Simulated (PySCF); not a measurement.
Mg(Me)(Et) (C3H8Mg), SMILES C[CH2][Mg][CH3].

Geometry: B3LYP-D3(BJ)/def2-SVP. The structure was generated by enumeration; whether it is a known compound was not checked. The values are those of a single conformer.

Computed with B3LYP-D3(BJ)/def2-SVP (PySCF).

Frequencies are harmonic and unscaled.

A small imaginary wavenumber (i) marks a very flat motion, where grid noise or a shallow saddle decides the sign.

Computed harmonic wavenumbers and intensities:
| mode | ν (cm⁻¹) | IR (km/mol) | Raman (Å⁴/amu) | depolarisation | moving atoms (share of kinetic energy) |
|---|---|---|---|---|---|
| 1 | 19i | 0.0 | 0.0 | – | H 93 % |
| 2 | 82 | 5.1 | 0.4 | 0.72 | C 44 %, Mg 30 %, H 27 % |
| 3 | 107 | 10.9 | 0.1 | 0.75 | Mg 42 %, H 40 %, C 18 % |
| 4 | 214 | 21.2 | 2.7 | 0.33 | C 45 %, Mg 34 %, H 21 % |
| 5 | 223 | 6.6 | 1.0 | 0.75 | H 80 %, C 11 %, Mg 9 % |
| 6 | 408 | 2.1 | 59.2 | 0.15 | C 77 %, H 23 % |
| 7 | 511 | 0.2 | 11.5 | 0.75 | H 86 %, C 14 % |
| 8 | 562 | 76.8 | 8.2 | 0.75 | H 78 %, C 17 % |
| 9 | 586 | 119.2 | 1.2 | 0.75 | H 76 %, C 18 % |
| 10 | 605 | 59.7 | 0.4 | 0.36 | Mg 55 %, C 34 %, H 12 % |
| 11 | 909 | 8.3 | 1.1 | 0.75 | H 93 % |
| 12 | 943 | 10.6 | 9.2 | 0.25 | H 90 %, C 10 % |
| 13 | 1005 | 15.8 | 12.1 | 0.71 | C 82 %, H 18 % |
| 14 | 1151 | 0.2 | 33.2 | 0.09 | H 82 %, C 18 % |
| 15 | 1172 | 9.8 | 72.6 | 0.15 | H 66 %, C 34 % |
| 16 | 1242 | 5.0 | 0.9 | 0.75 | H 76 %, C 24 % |
| 17 | 1393 | 12.3 | 7.9 | 0.72 | H 83 %, C 17 % |
| 18 | 1428 | 0.2 | 4.8 | 0.75 | H 95 % |
| 19 | 1428 | 0.2 | 4.9 | 0.75 | H 95 % |
| 20 | 1431 | 0.5 | 13.9 | 0.73 | H 91 %, C 9 % |
| 21 | 1470 | 1.3 | 16.1 | 0.75 | H 96 % |
| 22 | 1484 | 4.4 | 22.0 | 0.75 | H 97 % |
| 23 | 2986 | 67.2 | 129.0 | 0.37 | H 96 % |
| 24 | 2993 | 47.2 | 143.5 | 0.05 | H 95 % |
| 25 | 3000 | 17.0 | 190.9 | 0.00 | H 97 % |
| 26 | 3028 | 13.5 | 149.2 | 0.75 | H 91 %, C 9 % |
| 27 | 3048 | 42.4 | 125.1 | 0.69 | H 91 %, C 9 % |
| 28 | 3070 | 48.9 | 38.9 | 0.75 | H 91 %, C 9 % |
| 29 | 3084 | 16.6 | 138.3 | 0.75 | H 91 %, C 9 % |
| 30 | 3084 | 17.1 | 134.5 | 0.75 | H 91 %, C 9 % |
